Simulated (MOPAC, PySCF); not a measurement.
C$_{3}$H$_{8}$OSi, SMILES `C/C([SiH3])=C\O` (C–C–O–H torsion 180°), neutral singlet in the gas phase. 

Cartesian coordinates (Å):
```xyz
13

C      0.2366     1.4113    -0.6248
C      0.0198     0.0533    -0.0233
Si    -1.6962    -0.5956     0.2184
C      1.0354    -0.7255     0.3541
O      2.3347    -0.3546     0.2250
H      1.2967     1.6544    -0.7035
H     -0.2467     2.1879    -0.0239
H     -0.2012     1.4709    -1.6262
H     -1.6332    -1.9528     0.8275
H     -2.4912     0.2959     1.1094
H     -2.4291    -0.6823    -1.0763
H      0.8721    -1.7087     0.7895
H      2.9023    -1.0541     0.5542
```
Charge 0, spin multiplicity 1.

All levels are single points at this geometry (PBE0-D3(BJ)/def2-TZVP); Pople sets use spherical d functions. Orbital energies aren't observables, and empty levels follow the basis.

| level | HOMO (eV) | LUMO (eV) | gap (eV) | dipole (D) | vertical IE, Delta-SCF (eV) |
|---|---|---|---|---|---|
| PBE-D3(BJ)/def2-TZVP in PySCF | -5.47 | -0.52 | 4.95 | 2.08 | 8.48 |
| PBE0-D3(BJ)/def2-TZVP in PySCF | -6.63 | 0.47 | 7.10 | 2.03 | 8.62 |
| ωB97X-D3(BJ)/def2-TZVP in PySCF | -8.96 | 2.48 | 11.44 | 2.02 | 8.76 |
| B3LYP/3-21G in PySCF | -5.91 | 0.88 | 6.79 | 2.27 | – |
| B3LYP/6-311+G** in PySCF | -6.44 | -0.48 | 5.96 | 1.92 | – |
| B3LYP/6-31G* in PySCF | -6.08 | 0.71 | 6.79 | 2.11 | 8.42 |
| B3LYP/LANL2DZ in PySCF | -6.17 | 0.55 | 6.71 | 1.98 | – |
| M06-2X/6-31G* in PySCF | -7.56 | 1.81 | 9.36 | 2.06 | – |
| SVWN5/6-31G* in PySCF | -5.22 | -0.23 | 4.99 | 2.17 | 8.41 |
| HF/3-21G in PySCF | -8.99 | 4.77 | 13.76 | 2.23 | – |
| HF/6-31G* in PySCF | -9.03 | 4.50 | 13.53 | 2.15 | 7.64 |
| HF/STO-3G in PySCF | -6.77 | 8.84 | 15.61 | 1.54 | – |
| AM1 in MOPAC | -9.21 | 0.99 | 10.20 | 1.71 | – |
